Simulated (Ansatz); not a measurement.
C₃H₉Ga, charge -1, doublet, at the geometry of the source list (a state made from the parent by changing its charge; the spin is typed, not shown lowest) (a gas-phase anion, which may not be bound at this level), atoms displaced at random by about 0.03 Å a coordinate; Ansatz (an electronic-structure program) with HF/STO-3G, gradient.

Here is a job for Ansatz.
Ansatz 0.2 input:
```yaml
crystal:
  periodic: [false, false, false]
  atoms:
    - {symbol: Ga, position_ang: [-0.04031419, -0.01356923, 0.03212968]}
    - {symbol: C, position_ang: [-1.47752167, -1.49132290, -0.11766355]}
    - {symbol: H, position_ang: [-1.16858397, -2.11726441, -0.92184566]}
    - {symbol: H, position_ang: [-2.41248421, -1.03841657, -0.43037773]}
    - {symbol: H, position_ang: [-1.53958696, -2.01430620, 0.75435190]}
    - {symbol: C, position_ang: [-0.17695619, 1.72608745, -1.13690544]}
    - {symbol: H, position_ang: [0.64666611, 1.83605198, -1.86478558]}
    - {symbol: H, position_ang: [-0.04730359, 2.60431222, -0.46799860]}
    - {symbol: H, position_ang: [-1.14024075, 1.77657962, -1.63094468]}
    - {symbol: C, position_ang: [1.58192757, -0.22232774, 1.26851119]}
    - {symbol: H, position_ang: [1.98796717, 0.71791650, 1.61002334]}
    - {symbol: H, position_ang: [2.41262860, -0.79291946, 0.71646708]}
    - {symbol: H, position_ang: [1.30578151, -0.91811433, 2.09951150]}
basis:
  gaussian:
    orbitals: STO-3G
hamiltonian:
  xc: hf
total_charge: -1
magnetization: {spin_polarized: true, initial_magnetization: 1}
output: {forces: true}
```

Output, abridged:

```
Functional definition: HF
509 factors; integrals over basis functions are off by at most 6.3e-5 eV
mean field evaluation 1: about -54914.2455 eV, gradient 1.3e1 eV
mean field evaluation 2: about -54914.3978 eV, gradient 1.3e1 eV
mean field evaluation 4: about -54916.4718 eV, gradient 1.4e0 eV
mean field evaluation 8: about -54916.5153 eV, gradient 5.9e-1 eV
mean field evaluation 16: about -54917.5948 eV, gradient 1.8e-5 eV
mean field evaluation 32: about -54917.1413 eV, gradient 3.1e-1 eV
mean field evaluation 64: about -54918.0598 eV, gradient 6.5e0 eV
mean field evaluation 96: about -54915.4602 eV, gradient 7.0e0 eV
mean field evaluation 128: about -54919.4679 eV, gradient 6.7e-1 eV
mean field evaluation 160: about -54917.1283 eV, gradient 4.9e-1 eV
mean field evaluation 192: about -54916.3606 eV, gradient 2.1e0 eV
mean field evaluation 224: about -54919.5139 eV, gradient 2.1e-2 eV
mean field evaluation 256: about -54919.4962 eV, gradient 3.8e-2 eV
mean field evaluation 288: about -54919.3744 eV, gradient 3.0e-1 eV
mean field evaluation 320: about -54919.1302 eV, gradient 1.4e0 eV
mean field -54919.51388727 eV, -2018.2549095738 hartree, gradient 5.3e-6 eV, S^2 0.750357; 5 other end points of the search recorded, 0 dependent functions left out
the calculation of the forces begins
reference -54919.51388727 eV, -2018.2549095738 hartree; 30, 29 occupied and 12, 13 virtual orbitals, 509 factors
Total energy: -54919.51388727 eV, -2018.2549095738 hartree
Atom 0 at    -0.040314    -0.013569     0.032130 Å, force    -0.561278     1.099948     0.112990 eV/Å
Atom 1 at    -1.477522    -1.491323    -0.117664 Å, force     1.636059     3.437919    -3.443281 eV/Å
Atom 2 at    -1.168584    -2.117264    -0.921846 Å, force    -0.234495    -1.147881    -0.287753 eV/Å
Atom 3 at    -2.412484    -1.038417    -0.430378 Å, force    -0.114533    -0.264841     0.596812 eV/Å
Atom 4 at    -1.539587    -2.014306     0.754352 Å, force    -0.668130    -1.811174     2.805777 eV/Å
Atom 5 at    -0.176956     1.726087    -1.136905 Å, force     1.615894    -0.160881     1.560886 eV/Å
Atom 6 at     0.646666     1.836052    -1.864786 Å, force    -0.934361    -0.294343     0.064950 eV/Å
Atom 7 at    -0.047304     2.604312    -0.467999 Å, force    -0.637770    -0.703804    -0.793799 eV/Å
Atom 8 at    -1.140241     1.776580    -1.630945 Å, force     0.122711     0.195807    -0.127392 eV/Å
Atom 9 at     1.581928    -0.222328     1.268511 Å, force     0.641492    -3.377911    -1.822957 eV/Å
Atom 10 at     1.987967     0.717916     1.610023 Å, force    -0.018778     0.015944     0.464897 eV/Å
Atom 11 at     2.412629    -0.792919     0.716467 Å, force    -1.301631     1.540422     1.424862 eV/Å
Atom 12 at     1.305782    -0.918114     2.099512 Å, force     0.454820     1.470793    -0.555994 eV/Å
Dipole moment:    -0.019848    -0.051050    -0.019123 e Å
```
